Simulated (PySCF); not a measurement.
## N²⁺ (nitrogen, charge +2) across methods

[He] 2s1 2p1 3s1, high-spin 4P determinant (an excited configuration). Calculation: PySCF 2.14, in dyall-acv3z (15s9p4d2f, 76 functions); the spin-free X2C one-electron Hamiltonian (Gaussian nucleus).

```json
{"method": "BP86", "E (hartree)": "-51.6984", "mean ε 2s α (eV)": "-59.613", "mean ε 2p α (eV)": "-49.038", "mean ε 3s α (eV)": "-17.532", "Σ⟨r²⟩ (bohr²)": "13.69", "⟨S²⟩": "3.750"}
{"method": "UHF", "E (hartree)": "-51.61496", "mean ε 2s α (eV)": "-70.026", "mean ε 2p α (eV)": "-59.398", "mean ε 3s α (eV)": "-19.855", "Σ⟨r²⟩ (bohr²)": "14.20", "⟨S²⟩": "3.750"}
{"method": "HSE06", "E (hartree)": "-51.6642", "mean ε 2s α (eV)": "-61.825", "mean ε 2p α (eV)": "-51.330", "mean ε 3s α (eV)": "-17.772", "Σ⟨r²⟩ (bohr²)": "13.83", "⟨S²⟩": "3.750"}
{"method": "LDA", "E (hartree)": "-51.2308", "mean ε 2s α (eV)": "-59.319", "mean ε 2p α (eV)": "-48.655", "mean ε 3s α (eV)": "-17.421", "Σ⟨r²⟩ (bohr²)": "13.78", "⟨S²⟩": "3.750"}
{"method": "PBE", "E (hartree)": "-51.6475", "mean ε 2s α (eV)": "-59.565", "mean ε 2p α (eV)": "-49.064", "mean ε 3s α (eV)": "-17.469", "Σ⟨r²⟩ (bohr²)": "13.76", "⟨S²⟩": "3.750"}
{"method": "B3LYP", "E (hartree)": "-51.6998", "mean ε 2s α (eV)": "-61.639", "mean ε 2p α (eV)": "-51.187", "mean ε 3s α (eV)": "-17.897", "Σ⟨r²⟩ (bohr²)": "13.82", "⟨S²⟩": "3.750"}
{"method": "M06-2X", "E (hartree)": "-51.6943", "mean ε 2s α (eV)": "-64.481", "mean ε 2p α (eV)": "-53.447", "mean ε 3s α (eV)": "-19.165", "Σ⟨r²⟩ (bohr²)": "13.52", "⟨S²⟩": "3.750"}
{"method": "r2SCAN", "E (hartree)": "-51.6889", "mean ε 2s α (eV)": "-60.362", "mean ε 2p α (eV)": "-50.020", "mean ε 3s α (eV)": "-17.438", "Σ⟨r²⟩ (bohr²)": "13.91", "⟨S²⟩": "3.750"}
{"method": "PBE0", "E (hartree)": "-51.6583", "mean ε 2s α (eV)": "-62.271", "mean ε 2p α (eV)": "-51.720", "mean ε 3s α (eV)": "-18.159", "Σ⟨r²⟩ (bohr²)": "13.83", "⟨S²⟩": "3.750"}
```

The outer electron is Rydberg-like, and this basis confines it to a smaller radius and binds it less than a complete one would.
